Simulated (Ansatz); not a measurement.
Cost and result for the atomization energy of `C[O][GeH][OH]` radical (9 atoms, 8 bonds).

Z-matrix (Å, degrees):
```
C
O 1 1.408
H 1 1.098 2 112.3
H 1 1.096 2 111.9 3 -122.3
H 1 1.092 2 107.9 3 118.9
Ge 2 1.786 1 120.7 3 49.5
O 6 1.774 2 103.1 1 -172.0
H 6 1.568 2 109.6 1 -59.7
H 7 0.962 6 111.7 2 -35.1
```

The species carries charge 0 and has multiplicity 2. Correlated methods include outer-core shells of Ge, which these sets cover unevenly. Scalar relativity is left out up to krypton. The structure was optimised at the PBE0-D4/def2-TZVP level. It is one conformer, not always the lowest. Program: Ansatz. Hardware: A = 2 threads of an AMD EPYC 7R13 on a shared host; B = 2 threads of an AMD EPYC 7R13 on a shared host and a share of an NVIDIA H100 80 GB. Times are those of one run each, without the atoms' runs, and a repeat can differ threefold. Electronic energies, without spin–orbit coupling; frozen cores. CCSD(T)/CBS adds CCSD(T) − MP2 in def2-TZVPP to the MP2 limit, and its time is that of the two runs behind it. T1 = 0.015; ⟨S²⟩ of the reference is 0.76. With those shells the extrapolation isn't a true limit. B3LYP takes the VWN-RPA correlation (the form of Gaussian; ORCA's B3LYP/G).

CCSD(T)/CBS is a level of theory with its own doubt, some kJ/mol a heavy atom from the limit and from the frozen cores, so smaller differences don't rank the functionals.

```csv
level,functions,wall time
PBE-D4/def2-TZVPP (with forces) [A],211,5.5 s
PBE0-D4/def2-TZVPP [A],211,9.1 s
B3LYP-D4/def2-TZVPP (with forces) [A],211,9.5 s
r2SCAN-D4/def2-TZVPP (with forces) [A],211,10 s
B2PLYP/def2-TZVPP [A],211,12 s
MP2/def2-QZVPP [B],410,16 s
CCSD(T)/def2-TZVPP [B],211,17 s
ωB97X-V/def2-TZVPP [A],211,18 s
ωB97M-V/def2-TZVPP (with forces) [A],211,24 s
CCSD(T)/CBS(def2),–,33 s
```

(1) What atomization energy does each give, and how far from CCSD(T)/CBS? (Best estimate.)

Results:

(1) The calculation gave: 
```csv
level,atomization (kJ/mol),difference from CCSD(T)/CBS,per bond
PBE-D4/def2-TZVPP (with forces) [A],3159.8,59.8,7.5
PBE0-D4/def2-TZVPP [A],3074.3,-25.7,-3.2
B3LYP-D4/def2-TZVPP (with forces) [A],3086.6,-13.4,-1.7
r2SCAN-D4/def2-TZVPP (with forces) [A],3112.9,12.9,1.6
B2PLYP/def2-TZVPP [A],3061.7,-38.3,-4.8
MP2/def2-QZVPP [B],3127.6,27.6,3.4
CCSD(T)/def2-TZVPP [B],3022.8,-77.2,-9.6
ωB97X-V/def2-TZVPP [A],3102.1,2.1,0.3
ωB97M-V/def2-TZVPP (with forces) [A],3091.3,-8.7,-1.1
CCSD(T)/CBS(def2),3100.0,0.0,0.0
```

From PBE to PBE0 (25 % exact exchange), in def2-TZVPP and without D4, the atomization energy moves by −83.2 kJ/mol: exact exchange takes away binding that semilocal exchange gives to molecules. The D4 term adds +23.5 kJ/mol with B3LYP and +12.2 kJ/mol with PBE0; it sums over pairs of atoms, weighted by their polarisabilities, and B3LYP, whose exchange is more repulsive, gets the larger term. In def2-TZVPP, CCSD(T) changes the Hartree–Fock value by +881.6 kJ/mol (the triples alone add +52.0 kJ/mol) and MP2 by +940.3 kJ/mol; breaking electron pairs costs correlation energy, which Hartree–Fock lacks.
